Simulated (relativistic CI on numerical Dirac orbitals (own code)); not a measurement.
Hyperfine structure of Sm²²⁺, mass number 149

Calculated at this level of theory: Dirac-Coulomb-Breit CI, orbitals from a KLI potential per configuration, a model potential for QED, unscaled Slater integrals (own radial code, finite nucleus).

Configurations in the expansion (outside the closed core [Ar] 3d10): 4s²4p⁶4d⁴, 4s²4p⁵4d⁵, 4s²4p⁶4d³4f, 4s4p⁶4d⁵, 4s²4p⁶4d³5s, 4s4p⁶4d⁴4f, 4s²4p⁶4d³5p, 4s²4p⁶4d²4f5s, 4s²4p⁶4d³5d, 4s²4p⁶4d²5s5p, 4s²4p⁶4d³6s, 4p⁶4d⁶, 4p⁵4d⁷, 4s²4p⁶4d²5s², 4s²4p⁶4d4f5s², 4s4p⁶4d²4f5s², 4s²4p⁶4d5s²5p. Double excitations out of closed p, d and f shells are left out; levels of such configurations are missing from the list, as are those of other unlisted configurations, and high levels can miss mixing partners.

Nuclear spin I = 7/2, μ = -0.6677 μN, Q = 0.075 b (tables of Stone and Pyykkö). The electronic factors are computed for point nuclear moments, without core polarisation or the Bohr-Weisskopf and QED corrections.

```json
{"Level": "4s²4p⁶4d⁴ ⁵D1", "E (eV)": "3.6931", "A (MHz)": "24.27", "B (MHz)": "197"}
{"Level": "4s²4p⁶4d⁴ ⁵D2", "E (eV)": "6.0924", "A (MHz)": "-514.6", "B (MHz)": "214"}
{"Level": "4s²4p⁶4d⁴ ⁵D3", "E (eV)": "7.4735", "A (MHz)": "-857.8", "B (MHz)": "-1.43"}
{"Level": "4s²4p⁶4d⁴ ³G3", "E (eV)": "12.5269", "A (MHz)": "-1184", "B (MHz)": "119"}
{"Level": "4s²4p⁶4d⁴ ³H5", "E (eV)": "13.6340", "A (MHz)": "-1195", "B (MHz)": "435"}
{"Level": "4s²4p⁶4d⁴ ³P1", "E (eV)": "13.9821", "A (MHz)": "-1106", "B (MHz)": "-9.46"}
{"Level": "4s²4p⁶4d⁴ ³H6", "E (eV)": "14.6291", "A (MHz)": "-1243", "B (MHz)": "479"}
{"Level": "4s²4p⁶4d⁴ ³G4", "E (eV)": "15.6741", "A (MHz)": "-1360", "B (MHz)": "-220"}
```

Levels with J = 0, under 50 % of one LS term, or S terms without an open s electron are left out. Small factors come from cancelling terms and can be off by tens of per cent or more.

At this charge energies of transitions that change n are usually good to better than 1 %, and those within a shell (Δn = 0) to a few per cent. Terms inside the open d or f shell come out 10 to 20 % too wide with unscaled integrals.

Problem. Give the hyperfine levels of 4s²4p⁶4d⁴ ⁵D2 relative to its centre of gravity.

Solution. With K = F(F + 1) − I(I + 1) − J(J + 1), E = AK/2 + B[¾K(K + 1) − I(I + 1)J(J + 1)]/[2I(2I − 1)J(2J − 1)]: F = 3/2: 4746, F = 5/2: 3364, F = 7/2: 1483, F = 9/2: -844.6, F = 11/2: -3548 MHz.

LS names give the leading component of a level, which can be under half, so a name can repeat, a term be missing and a line seem to break the LS rules.
